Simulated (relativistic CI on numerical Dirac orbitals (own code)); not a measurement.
# Ge VII: calculation against measurement

Method of calculation: Dirac-Coulomb-Breit CI, orbitals from a KLI potential per configuration, model QED, unscaled Slater integrals (own radial code, finite nucleus).

CI space (outside the closed core [Ne]): 3s2 3p6 3d8, 3s2 3p6 3d7 4s, 3s2 3p5 3d9, 3s2 3p6 3d7 4p, 3s2 3p6 3d7 4d, 3s2 3p4 3d10, 3s 3p6 3d9, 3s2 3p6 3d7 5s, 3s2 3p6 3d7 5p, 3s2 3p6 3d7 4f, 3s2 3p6 3d7 5d, 3s2 3p6 3d6 4s2, 3s2 3p6 3d7 5f, 3s2 3p6 3d7 5g, 3s2 3p6 3d6 4s 4p, 3s2 3p6 3d6 4p2. Levels of other configurations are missing.

| Configuration | Term (tabulated) | J | Measured (cm⁻¹) | Computed | Error | Purity (%) |
| --- | --- | --- | --- | --- | --- | --- |
| 3s2 3p6 3d8 | 3F | 4 | 0.0 | 0 | 0 | 100 |
| 3s2 3p6 3d8 | 3F | 3 | 4055.0 | 3996 | -59 | 100 |
| 3s2 3p6 3d8 | 3F | 2 | 6468.0 | 6396 | -72 | 97 |
| 3s2 3p6 3d8 | 1D | 2 | 22658.0 | 23217 | 559 | 78 |
| 3s2 3p6 3d8 | 3P | 2 | 28827.0 | 30153 | 1326 | 80 |
| 3s2 3p6 3d8 | 3P | 1 | 29212.0 | 30906 | 1694 | 100 |
| 3s2 3p6 3d8 | 3P | 0 | 29769.0 | 31462 | 1693 | 99 |
| 3s2 3p6 3d8 | 1G | 4 | 37923.0 | 41356 | 3433 | 100 |
| 3s2 3p6 3d8 | 1S | 0 | 86203.0 | 87550 | 1347 | 98 |
| 3s2 3p6 3d7 4s | 5F | 5 | 393964.0 | 386481 | -7483 | 99 |
| 3s2 3p6 3d7 4s | 5F | 4 | 396659.0 | 389158 | -7501 | 98 |
| 3s2 3p6 3d7 4s | 5F | 3 | 398813.0 | 391290 | -7523 | 99 |
| 3s2 3p6 3d7 4s | 5F | 1 | 401310.0 | 393795 | -7515 | 99 |
| 3s2 3p6 3d7 4s | 3F | 4 | 405833.0 | 399450 | -6383 | 97 |
| 3s2 3p6 3d7 4s | 3F | 3 | 409481.0 | 403071 | -6410 | 98 |
| 3s2 3p6 3d7 4s | 3F | 2 | 411818.0 | 405433 | -6385 | 99 |
| 3s2 3p6 3d7 4s | 5P | 3 | 421833.0 | 418709 | -3124 | 99 |
| 3s2 3p6 3d7 4s | 5P | 2 | 422209.0 | 419342 | -2867 | 93 |
| 3s2 3p6 3d7 4s | 5P | 1 | 423790.0 | 420780 | -3010 | 95 |
| 3s2 3p6 3d7 4s | 3G | 5 | 427035.0 | 422354 | -4681 | 94 |
| 3s2 3p6 3d7 4s | 3G | 4 | 428431.0 | 423660 | -4771 | 88 |
| 3s2 3p6 3d7 4s | 3G | 3 | 430455.0 | 425635 | -4820 | 99 |
| 3s2 3p6 3d7 4s | 3P † | 2 | 432065.0 | 430683 | -1382 | 91 |
| 3s2 3p6 3d7 4s | 3P † | 1 | 432097.0 | 430963 | -1134 | 76 |
| 3s2 3p6 3d7 4s | 1G | 4 | 434261.0 | 429926 | -4335 | 81 |
| 3s2 3p6 3d7 4s | 3P | 2 | 434645.0 | 433440 | -1205 | 81 |
| 3s2 3p6 3d7 4s | 3P | 1 | 435977.0 | 435055 | -922 | 80 |
| 3s2 3p6 3d7 4s | 3H | 6 | 437438.0 | 432869 | -4569 | 100 |
| 3s2 3p6 3d7 4s | 3D | 3 | 438698.0 | 436938 | -1760 | 99 |
| 3s2 3p6 3d7 4s | 3H | 5 | 438931.0 | 434270 | -4661 | 91 |
| 3s2 3p6 3d7 4s | 3D | 2 | 440920.0 | 439383 | -1537 | 69 |
| 3s2 3p6 3d7 4s | 3H | 4 | 441167.0 | 436476 | -4691 | 87 |
| 3s2 3p6 3d7 4s | 1H | 5 | 444819.0 | 440613 | -4206 | 92 |
| 3s2 3p6 3d7 4s | 1D | 2 | 447235.0 | 445993 | -1242 | 78 |
| 3s2 3p6 3d7 4s | 3F | 2 | 462416.0 | 463353 | 937 | 99 |
| 3s2 3p6 3d7 4s | 3F | 3 | 462884.0 | 463808 | 924 | 98 |
| 3s2 3p6 3d7 4s | 1F | 3 | 469133.0 | 470586 | 1453 | 98 |
| 3s2 3p6 3d7 4s | 3D | 2 | 499206.0 | 504958 | 5752 | 98 |
| 3s2 3p6 3d7 4s | 3D | 3 | 500364.0 | 506031 | 5667 | 99 |
| 3s2 3p6 3d7 4s | 1D | 2 | 505648.0 | 511906 | 6258 | 98 |
| 3s2 3p6 3d7 4p | 5F° | 3 | 509684.0 | 500988 | -8696 | 63 |
| 3s2 3p6 3d7 4p | 5F° | 2 | 511950.0 | 503183 | -8767 | 77 |
| 3s2 3p6 3d7 4p | 5F° | 1 | 513576.0 | 504773 | -8803 | 90 |
| 3s2 3p6 3d7 4p | 5D° | 1 | 517882.0 | 509553 | -8329 | 92 |

Measured levels from Sugar and Musgrove, J. Phys. Chem. Ref. Data 22, 1213 (1993); pairs were made by configuration, J and term (by order where the table uses no LS term), so strongly mixed levels may be paired wrongly.

Mean error by configuration (cm⁻¹): 3s2 3p6 3d8 1240; 3s2 3p6 3d7 4s -2780; 3s2 3p6 3d7 4p -8649. Over the excited levels the mean absolute error is 4082 cm⁻¹ (43 of the 48 excited levels that our extract of the source holds in range could be paired, and the others can miss by more), and the median relative error of those above 1,000 cm⁻¹ is 1.1 %. † marks terms whose computed intervals miss the measured ones by more than a factor of 2.5, or configurations far off the rest, from wrong mixing, a near crossing or a doubtful label or measurement; they are left out of the means.
